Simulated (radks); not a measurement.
The magnesium ion Mg2+ inside a hard spherical wall (all orbitals vanish at R), configuration held at [Ne] and not refilled when levels cross. All-electron calculation, scalar-relativistic Kohn-Sham, LDA (Slater exchange, VWN5 correlation), spin-polarised, spherical densities, finite nucleus; Fermi nuclear charge, rms radius 3.057 fm. Program: a radial shooting solver on a logarithmic mesh with Libxc functionals. Eigenvalues in eV for spin up, with the zero of energy where the potential of the charges vanishes at infinity; a dash marks a level that is unbound or too diffuse for the functional's potential to be trusted. A positive occupied level is held by the wall or, in an anion where self-interaction has pushed it up, behind a barrier. The pressure on the wall is -dE/dV.

R (bohr)  E (hartree)  kinetic (hartree)    e(1s)    e(2s)    e(2p)  e(3s, empty)  e(3p, empty)  pressure (GPa)
free       -198.61102            198.631  -1274.0  -99.468  -66.848       -17.925       -12.603               0
20         -198.61102            198.631  -1274.0  -99.468  -66.848       -17.925       -12.603        < 0.0001
10         -198.61102            198.631  -1274.0  -99.468  -66.848       -17.925       -12.601        < 0.0001
6          -198.61102            198.631  -1274.0  -99.468  -66.848       -17.823       -12.239        < 0.0001
5          -198.61102            198.631  -1274.0  -99.468  -66.848       -17.429       -11.396        0.000685
2.5        -198.57172            198.971  -1272.6  -98.581  -65.828         5.165        15.207            57.1
1.5        -196.71831            207.893  -1246.2  -79.989  -45.374        138.03        137.31            7750
